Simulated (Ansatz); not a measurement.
Cost and result up the ladder for the cluster H6Au3 (9 atoms). Total charge 0; doublet. Geometry: PBE0-D4/def2-SVP.

Cartesian coordinates in Å:
```
Au -1.129 -1.275 -0.374
Au -0.817 1.081 1.425
Au 1.193 0.069 -0.674
H -1.852 -0.238 0.908
H -2.067 1.348 2.378
H 2.551 0.783 -0.922
H -0.483 -2.188 -1.515
H 0.755 1.188 0.610
H 1.849 -0.770 -1.837
```

Ansatz on 4 threads of Arm Neoverse V2 on a shared host. Times are rough, and most runs start from the orbitals of an earlier one. PBE0-D4/def2-TZVP serves as the yardstick here, not as an exact answer. Binding counts from free atoms at the same level (Au doublet, H doublet; other spins of the atoms weren't run), without zero-point energy or a counterpoise term.

In the def2 sets Au takes a core potential; there is no spin–orbit coupling. Correlated methods freeze no core orbitals; core or outer-core shells of Au are correlated, in sets that lack core-valence functions. No other spin state of charge 0 was run. Another isomer (doublet) lies 0.18 eV lower at PBE0-D4/def2-TZVP; other spin states weren't run for this one.

Correlated methods converge slowly with the basis.

```json
{"level": "HF/def2-TZVP", "functions": "156", "binding energy per atom (eV)": "1.07", "difference from PBE0-D4/def2-TZVP (eV)": "-0.84"}
{"level": "MP2/def2-TZVP", "functions": "156", "binding energy per atom (eV)": "1.90", "difference from PBE0-D4/def2-TZVP (eV)": "-0.02"}
{"level": "r2SCAN-D4/def2-TZVP", "functions": "156", "binding energy per atom (eV)": "2.07", "difference from PBE0-D4/def2-TZVP (eV)": "0.15"}
{"level": "PBE0-D4/def2-TZVP", "functions": "156", "binding energy per atom (eV)": "1.91", "difference from PBE0-D4/def2-TZVP (eV)": "0.00"}
{"level": "PBE-D4/def2-TZVP (with forces)", "functions": "156", "binding energy per atom (eV)": "2.00", "difference from PBE0-D4/def2-TZVP (eV)": "0.09"}
```

(1) Estimate how long each takes.

## Answers

(1) HF/def2-TZVP 1.9 s; MP2/def2-TZVP 3.2 s; PBE-D4/def2-TZVP (with forces) 3.4 s; PBE0-D4/def2-TZVP 6 s; r2SCAN-D4/def2-TZVP 7 s. On shared hardware such times vary by a factor of up to 3.
